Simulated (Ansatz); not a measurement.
The cluster NaPt₃⁺ was relaxed with PBE0-D4 (def2-SVP) in Ansatz in these states: charge +1 quintet, charge +1 triplet. The geometries follow in no particular order.

In the def2 sets Pt takes a core potential; there is no spin–orbit coupling.

A:

Cartesian coordinates in Å:
```
Na 1.2892 1.2069 0.9684
Pt 0.3367 -1.5897 -0.0740
Pt -0.1077 0.5080 -1.4646
Pt -1.5182 -0.1253 0.5703
```

B:

Cartesian coordinates in Å:
```
Na -0.398 1.891 -0.757
Pt -0.114 -0.218 1.620
Pt 1.451 -0.430 -0.355
Pt -0.939 -1.243 -0.509
```

Problem. Judge from the bond lengths which geometry belongs to which state (an estimate).

Solution. A is the charge +1 triplet (Na1–Pt3 2.891 Å, Na1–Pt4 3.133 Å, Na1–Pt2 3.133 Å); B is the charge +1 quintet (Na1–Pt3 2.995 Å, Na1–Pt4 3.191 Å, Na1–Pt2 3.191 Å).

At PBE0-D4/def2-TZVP a broken-symmetry singlet lies 0.19 eV below the charge +1 triplet. At PBE0-D4/def2-TZVP a broken-symmetry singlet lies 1.40 eV below the charge +1 quintet. These are the stationary points nearest to one start from a short search; other shapes may lie lower in each state.
